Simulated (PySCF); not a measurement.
SMILES [O]=[Mo]([Cl])([Cl])([Cl])[Cl] (Cl₄MoO) at its PBE0/def2-SVP optimised geometry (Å):

```
6

Mo    -0.5633    -0.0141     0.0000
O     -0.6396    -0.1485    -1.6575
Cl    -0.4513     0.1706     2.3669
Cl    -1.6860    -1.9390     0.3055
Cl     1.6860    -0.0141     0.0000
Cl    -1.6771     1.9390     0.0000
```

Calculation: PBE0/def2-TZVP, def2 effective core potentials past Kr (PySCF). The core electrons that the potentials of Mo replace are not part of the density.

Map of the electron localisation function on the plane z = 1.5 Å:

```
|0000000000000000000000000000000|
|0000000000000000000000000000000|
|0000000001000000000000000000000|
|0000001122210000000000000000000|
|0000012344321000000000000000000|
|0000124555431000000000000000000|
|0000135666421000000000000000000|
|0001245665310000000000000000000|
|0001234543100000000000000000000|
|0000123321000011100000000000000|
|0000011100001344310000010000000|
|0000000000135777520000122100000|
|0000000001368998741001233210000|
|0000000013689999841002454310000|
|0000000025799999841013565420000|
|0000000025799999841013666420000|
|0000000013689999730013565420000|
|0000000001357888620013555310000|
|0000000000124566410002343210000|
|0000123321001233210001222100000|
|0001346664210001100000111000000|
|0002468888631000000000000000000|
|0002478999863100000000000000000|
|0002478999985200000000000000000|
|0001367999986310000000000000000|
|0001246788875310000000000000000|
|0000124566654210000000000000000|
|0000012334432100000000000000000|
|0000000111111000000000000000000|
|0000000000000000000000000000000|
|0000000000000000000000000000000|
```
Scale: ten equal steps from 0.000 (start of '0') to 0.834 (end of '9'), in the order '0123456789'; x runs from -4.00 to 4.00, y from -4.00 (bottom) to 4.00 (top).
